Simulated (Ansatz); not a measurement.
# Abstraction of Br: CHBrI2 + GeH3 → CHI2 + GeH3Br

Species: CHBrI2 (bromodiiodomethane) `BrC(I)I`, singlet; GeH3 `[GeH3]`, doublet; CHI2 `I[CH]I`, doublet; GeH3Br `[GeH3][Br]`, singlet. A radical takes Br: the energy is the difference in strength between the C–Br bond broken and the Ge–Br bond made.

Shapes, held fixed at every level: PBE0-D4/def2-TZVP. Programs: Ansatz 0.2.0. The zero-point and thermal change to 298 K, harmonic and unscaled (PBE0-D4/def2-TZVP), is -0.1 kJ/mol.

```json
{"level": "SPW92/def2-TZVPP", "kind": "LDA", "ΔH(298 K) (kJ/mol)": "-95.1", "less CCSD(T)/def2-TZVPP": "+9.4"}
{"level": "PBE-D4/def2-TZVPP", "kind": "GGA", "ΔH(298 K) (kJ/mol)": "-99.1", "less CCSD(T)/def2-TZVPP": "+5.4"}
{"level": "BHLYP-D4/def2-TZVPP", "kind": "global hybrid", "ΔH(298 K) (kJ/mol)": "-118.4", "less CCSD(T)/def2-TZVPP": "-13.9"}
{"level": "PBE0-D4/def2-TZVPP", "kind": "global hybrid", "ΔH(298 K) (kJ/mol)": "-108.0", "less CCSD(T)/def2-TZVPP": "-3.5"}
{"level": "CCSD/def2-SVP", "kind": "coupled cluster or CI", "ΔH(298 K) (kJ/mol)": "-107.3", "less CCSD(T)/def2-TZVPP": "-2.8"}
{"level": "CCSD/def2-TZVPP", "kind": "coupled cluster or CI", "ΔH(298 K) (kJ/mol)": "-111.3", "less CCSD(T)/def2-TZVPP": "-6.8"}
{"level": "CCSD(T)/def2-TZVPP", "kind": "coupled cluster or CI", "ΔH(298 K) (kJ/mol)": "-104.5", "less CCSD(T)/def2-TZVPP": "0.0"}
```

The highest level, CCSD(T)/def2-TZVPP, gives ΔH(298 K) = -104.5 kJ/mol; the levels span -118.4 to -95.1. The column of differences is taken from that level and isn't an error. No measured value is set beside it here. Open shells run unrestricted. For atoms past krypton def2 sets carry core potentials with scalar relativity. Relativity is left out for Br, Ge. Outer-core shells of Br, Ge, I are correlated in most correlated rows, in sets that cover them unevenly.
